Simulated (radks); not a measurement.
The numbers below are computed, except where a source is named.
Problem. Au, configuration [Xe] 4f14 5d10 6s1. Level of theory: Dirac Kohn-Sham, PBE, spin-unpolarised, spherical densities, finite nucleus; Fermi nuclear charge, rms radius 5.4371 fm (a radial shooting solver on a logarithmic mesh with Libxc functionals). Some entries of the table are withheld. Estimate them.

orbital  occ.  eigenvalue (eV)  <r> (bohr)
1s1/2       2        -80609.58     0.01687
2s1/2       2        -14212.18     0.07047
2p1/2       2        -13632.82     0.05798
2p3/2       4        -11797.36     0.06653
3s1/2       2        -3354.110         (1)
3p1/2       2        -3092.627      0.1736
3p3/2       4        -2687.601      0.1893
3d3/2       4        -2251.922         (2)
3d5/2       6        -2164.865         (3)
4s1/2       2        -727.9242      0.4070
4p1/2       2        -616.2074      0.4094
4p3/2       4        -519.0857      0.4434
4d3/2       4        -335.9395      0.4519
4d5/2       6        -317.8501      0.4631
5s1/2       2        -108.0313      0.9282
4f5/2       6              (4)      0.4952
4f7/2       8              (5)      0.5023
5p1/2       2         -71.8193       1.004
5p3/2       4         -55.3511       1.104
5d3/2       4          -7.8394         (6)
5d5/2       6          -6.3138         (7)
6s1/2       1          -5.7747       2.868

Solution. 
(1) 3s1/2 <r> (bohr): 0.1833
(2) 3d3/2 <r> (bohr): 0.1648
(3) 3d5/2 <r> (bohr): 0.1696
(4) 4f5/2 eigenvalue (eV): -83.0316
(5) 4f7/2 eigenvalue (eV): -79.2203
(6) 5d3/2 <r> (bohr): 1.571
(7) 5d5/2 <r> (bohr): 1.657
